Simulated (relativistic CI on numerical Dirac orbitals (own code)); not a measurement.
# Transition arrays of Kr XV

Method of calculation: Dirac-Coulomb-Breit CI, orbitals from a KLI potential per configuration, a model potential for QED, valence Slater integrals scaled by 0.9, whole transition arrays (own radial code, finite nucleus).

CI space (outside the closed core [Ne] 3s2): 3p6 3d4, 3p6 3d3 4f, 3p5 3d5, 3p6 3d3 4p, 3p6 3d3 5f. Levels of other configurations are missing.

All E1 lines from the levels of 3p6 3d4; mean and standard deviation are weighted by gf, and upper levels are sorted by their leading configuration.

```csv
Upper configuration,Lines,Σgf,Mean (eV),Mean (nm),σ (eV),Strongest line (nm)
3p6 3d3 4f,2825,530.0,291.58,4.252,3.95,4.217
3p5 3d5,3245,311.0,131.02,9.463,9.63,8.684
3p6 3d3 4p,1718,37.6,215.60,5.751,3.90,5.703
3p6 3d3 5f,2825,219.7,362.09,3.424,4.38,3.408
```

Σgf per state of the lower configuration in bins of 0.2 nm over the central range (centre: value): 3.3: 0.29, 3.5: 0.75, 4.1: 0.38, 4.3: 2.09, 4.5: 0.05, 5.7: 0.12, 5.9: 0.05, 8.5: 0.04, 8.7: 0.21, 8.9: 0.15, 9.1: 0.20, 9.3: 0.18, 9.5: 0.14, 9.7: 0.13, 9.9: 0.08, 10.1: 0.05, 10.3: 0.09, 10.5: 0.06.

(1) How do configuration mixing and the scaling of the Slater integrals move the arrays?

Results:

(1) Slater scale 0.9, no configuration mixing: 3p6 3d3 4f 291.5 ± 3.9 eV (Σgf 509.6), 3p5 3d5 131.3 ± 9.7 eV (Σgf 336.7), 3p6 3d3 4p 215.7 ± 3.8 eV (Σgf 42.2), 3p6 3d3 5f 361.9 ± 4.4 eV (Σgf 167.4); Slater scale 1: 3p6 3d3 4f 292.0 ± 4.4 eV (Σgf 535.8), 3p5 3d5 132.8 ± 10.5 eV (Σgf 311.9), 3p6 3d3 4p 215.6 ± 4.3 eV (Σgf 37.1), 3p6 3d3 5f 362.3 ± 4.9 eV (Σgf 222.7); Slater scale 0.8: 3p6 3d3 4f 291.1 ± 3.5 eV (Σgf 524.3), 3p5 3d5 129.3 ± 8.8 eV (Σgf 310.0), 3p6 3d3 4p 215.6 ± 3.5 eV (Σgf 38.1), 3p6 3d3 5f 361.9 ± 3.9 eV (Σgf 216.8). With mixing, levels are counted to their leading configuration, so an array can shrink or vanish into another, and the sums then hold other lines.
